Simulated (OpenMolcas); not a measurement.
## Br+: CASPT2 settings compared

```json
{"Program": "OpenMolcas 26.06", "Basis": "ANO-RCC-VTZP [6s5p3d1f]", "Scalar Hamiltonian": "X2C, point nucleus", "Active space": "4 electrons in 3 orbitals (4p)", "State averaging": "2S+1 = 3 even, 3 roots; 2S+1 = 1 even, 6 roots", "Spin-orbit coupling": "RASSI with atomic mean-field integrals over the reference wave functions, term energies averaged over their components"}
```

Methods on the same reference wave functions:
A. CASSCF
B. SS-CASPT2, IPEA 0.5 Eh, imaginary shift 0.25 Eh (closed shells correlated: 3d 4s)
C. SS-CASPT2, IPEA 0.15 Eh, imaginary shift 0.4 Eh (closed shells correlated: 3d 4s)
D. SS-CASPT2, IPEA 0.3 Eh, imaginary shift 0.1 Eh (closed shells correlated: 3d 4s)

Energies in cm-1 above 4s2 4p4 3P2, the measured ground level; measured values from NIST Handbook of Basic Atomic Spectroscopic Data.

```csv
Level,A,B,C,D,Measured
4s2 4p4 3P2,0.0,0.0,0.0,0.0,0.0
4s2 4p4 3P1,2839,2880,2870,2880,3136
4s2 4p4 3P0,3682,3640,3640,3640,3837
4s2 4p4 1D2,14461,12330,12630,12460,12089
4s2 4p4 1S0,33609,29190,29170,29130,27867
```

Deviations, from unrounded energies. A percentage is the sum of absolute deviations over the sum of measured energies, with the sign that they share, or ± where signs differ.

```
                        Against measurement  Levels      A     B     C     D
             mean absolute deviation (cm-1)       4   2100   500   580   520
      fine structure of the ground term (%)       2   -6.5  -6.4  -6.7  -6.6
other terms of the ground configuration (%)       2  +20.3  +3.9  +4.6  +4.1
```

B, D lie about equally close to measurement and A furthest from it. The largest miss of B in the table is 4s2 4p4 1S0, by +1300 cm-1. The ranking rests on the paired levels alone, and a cruder setting can come out closer through cancelling errors.

Among B to D the level of the table that moves most is 4s2 4p4 1D2, by 300 cm-1 (lowest in B, highest in C). Moves below CASPT2's spread within the term are not significant.

The mean deviations of B to D differ by less than CASPT2's widest spread within a term (240 cm-1), so their order carries little weight.

From A to B the spin-free energies of the other terms of 4s2 4p4 shown, above 3P, scale by factors of 0.83 to 0.86.

The lowest spin-free term lies below A's lowest term by 0.155 hartree in B, 0.164 hartree in C, 0.160 hartree in D.

CASPT2 does not keep the components of a term degenerate, so their means are used; among the terms shown or strongly mixed into the levels shown the widest spread is 240 cm-1 (4s2 4p4 1D, B). With the s shell closed, the reference lacks s² → p² mixing. Without dynamic correlation excited terms often stand tens of per cent too high (terms of higher spin than the ground term too low), and those without a measured partner can miss by more than the paired ones (holds for A). Measured partners are found by configuration, term and J. A level has none where our copy of the source lacks it or the pairing is in doubt (some pairs that miss far off the trend of their configuration count as doubtful), and it then counts in no deviation. Levels of configurations outside the active space are missing.
